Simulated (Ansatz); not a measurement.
Stepwise reaction of `[OH][Ti]([OH])([Cl])[Cl]` with hydrogen sulfide, as a gas-phase model of exchange steps in deposition or etching. ΔE in kJ/mol; ΔG adds harmonic PBE0-D4 terms to CCSD(T)/CBS, at 1 bar.

Isolated molecules relaxed with PBE0-D4/def2-TZVP in Ansatz; ΔE leaves out vibrations. CCSD(T)/CBS is the MP2 limit (def2-TZVPP, def2-QZVPP) plus CCSD(T) − MP2 in def2-TZVPP, frozen cores. This one scheme is used for every species. DFT in def2-TZVPP. B3LYP here is the variant with VWN-RPA as its local correlation; programs differ in this. For Ti outer-core shells are correlated without core-valence functions, which leaves a few kJ/mol of doubt a bond. Scalar relativity is left out up to krypton. One conformer a species, not always the lowest.

| step | reaction | PBE-D4 | B3LYP-D4 | ωB97M-V | CCSD(T)/CBS | ΔG(500 K) |
| --- | --- | --- | --- | --- | --- | --- |
| 1 | `[OH][Ti]([OH])([Cl])[Cl]` + H₂S → `[OH][Ti]([SH])([Cl])[Cl]` + H₂O | 25.3 | 32.2 | 36.8 | 24.3 | 34.7 |

Question: Give the row of step 2, `[OH][Ti]([SH])([Cl])[Cl]` + H₂S → `[SH][Ti]([SH])([Cl])[Cl]` + H₂O. (Best estimate.)

Answer: Ansatz gave: 
| step | reaction | PBE-D4 | B3LYP-D4 | ωB97M-V | CCSD(T)/CBS | ΔG(500 K) |
| --- | --- | --- | --- | --- | --- | --- |
| 2 | `[OH][Ti]([SH])([Cl])[Cl]` + H₂S → `[SH][Ti]([SH])([Cl])[Cl]` + H₂O | 31.6 | 39.3 | 44.9 | 30.2 | 41.6 |

Question: By hand: ΔE of the 2 steps together at CCSD(T)/CBS.

Answer: (24.3) + (30.2) = 54.5 kJ/mol, or 27.2 kJ/mol a step.

In ΔE each step is higher than the one before. All are uphill at CCSD(T)/CBS. ΔG lies between 34.7 and 41.6 kJ/mol a step. PBE-D4 differs from CCSD(T)/CBS by 1.0 to 1.4 kJ/mol a step. Isolated molecules leave out the surface, adducts and barriers. Largest T1 diagnostic: 0.027.
